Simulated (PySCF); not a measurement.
This PySCF input asks for the NMR shieldings of SMILES BOB(SC)C(=C)C, C4H10B2OS; the geometry comes from GFN2-xTB.

```python
import basis_set_exchange as bse
import numpy as np
from pyscf import gto, dft
from pyscf.prop import nmr

atoms = """
B     1.427467    2.134208   -0.325346
O     0.731075    1.037280   -0.336075
B     0.036389   -0.070659   -0.342195
S     0.916143   -1.658995   -0.133901
C     2.648966   -1.103762   -0.004045
C    -1.528784   -0.082839   -0.537565
C    -2.189601    1.049394   -0.773534
C    -2.256494   -1.394518   -0.459458
H     1.619401    2.688719    0.699927
H     1.859992    2.557480   -1.340117
H     3.261417   -1.996816    0.060505
H     2.772579   -0.498498    0.889333
H     2.914866   -0.529328   -0.886550
H    -3.258334    1.073177   -0.920341
H    -1.680648    1.998564   -0.829364
H    -2.144481   -1.821667    0.536031
H    -1.823789   -2.104376   -1.162275
H    -3.314921   -1.271046   -0.676205
"""
names = dict.fromkeys(["B", "O", "S", "C", "H"], "pcSseg-1")
basis = {el: gto.basis.parse(bse.get_basis(n, elements=[el], fmt="nwchem")) for el, n in names.items()}
mol = gto.M(atom=atoms, basis=basis, charge=0, verbose=0)
mf = dft.RKS(mol, xc="PBE0")
mf.grids.level = 2
mf.grids.alignment = dft.numint.BLKSIZE   # the property module wants whole blocks of grid points
mf.conv_tol = 1e-9
mf.kernel()

calc = nmr.RKS(mf)   # GIAO
C = mf.mo_coeff
Co = C[:, mf.mo_occ > 0]
resp = mf.gen_response(singlet=True, hermi=2)
def vind(x):   # induced exchange potential for any number of trial vectors
    d = np.einsum("pi,xij,qj->xpq", C, 2 * x.reshape(-1, C.shape[1], Co.shape[1]), Co, optimize=True)
    return np.einsum("xpq,pi,qj->xij", resp(d - d.transpose(0, 2, 1)), C, Co, optimize=True).ravel()
mo1, _ = nmr.rhf.solve_mo1(calc, with_cphf=vind)
sigma = calc.kernel(mo1)
for i, s in enumerate(sigma):   # ppm
    print("%2d %-2s %9.2f" % (i, mol.atom_pure_symbol(i), np.trace(s) / 3))
```

Problem. What does it print?

Solution. 
```
 0 B      59.41
 1 O      47.30
 2 B      63.16
 3 S     567.86
 4 C     172.84
 5 C      36.29
 6 C      53.37
 7 C     162.17
 8 H      26.21
 9 H      26.18
10 H      29.73
11 H      29.64
12 H      29.67
13 H      25.69
14 H      25.91
15 H      29.58
16 H      29.51
17 H      29.84
```

These numbers come from an equivalent density-fitted implementation of the same equations, which agrees with the script to about 0.01 ppm for H and up to a few tenths of a ppm for heavy atoms, so last digits may differ.

Size and cost of the density-fitted run: 193 basis functions, 71 s wall time on 1 thread of an Arm Neoverse N1, shared host; peak memory 0.9 GiB.
